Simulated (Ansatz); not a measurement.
Cost and result up the ladder for Ge4O5 (9 atoms). Charge 0, multiplicity 1. Geometry: PBE-D4/def2-SVP.

```xyz
9

Ge    0.1080   -1.4214    0.7799
Ge   -2.2636    0.1522   -0.9895
Ge    0.4401    1.4928    0.4702
Ge    0.8168   -0.3385   -2.3118
O    -0.9995   -0.1309   -2.2799
O     1.1572   -0.1833   -0.4900
O     0.8645   -0.6001    2.2367
O     1.0288    0.8446    2.0833
O    -1.1520    0.1847    0.5012
```

Ansatz on 4 threads of Arm Neoverse V2 on a shared host. Times are rough, and most runs start from the orbitals of an earlier one. PBE0-D4/def2-TZVP serves as the yardstick here, not as an exact answer. Differences are given only for rows in sets of like size (and for xTB, whose basis is part of the method), since another set adds its own error. Binding counts from free atoms at the same level (Ge triplet, O triplet; other spins of the atoms weren't run), without zero-point energy or a counterpoise term.

Correlated methods freeze 41 core orbitals; core or outer-core shells of Ge are correlated, in sets that lack core-valence functions. The rows differ in basis, and correlated rows in double-zeta sets carry the largest basis error. The structure holds 1 bond(s) between oxygen atoms. Another isomer (singlet) lies 3.88 eV lower at PBE0-D4/def2-TZVP; other spin states weren't run for this one.

Correlated methods converge slowly with the basis, most of all in double-zeta sets.

```tsv
level	functions	wall time	binding energy per atom (eV)	difference from PBE0-D4/def2-TZVP (eV)
PBE-D4/def2-SVP	198	4.4 s	4.24	–
PBE0-D4/def2-SVP	198	7.5 s	3.89	–
revPBE-D4/def2-TZVP	347	8.5 s	4.02	0.13
MP2/def2-SVP	198	8.5 s	3.75	–
RPA@PBE/def2-SVP	198	9 s	3.29	–
PBE-D4/def2-TZVP (with forces)	347	10 s	4.20	0.32
r2SCAN-D4/def2-TZVP	347	17 s	4.00	0.11
PBE0-D4/def2-TZVP	347	25 s	3.89	0.00
B2PLYP/def2-TZVP	347	34 s	3.89	0.01
```
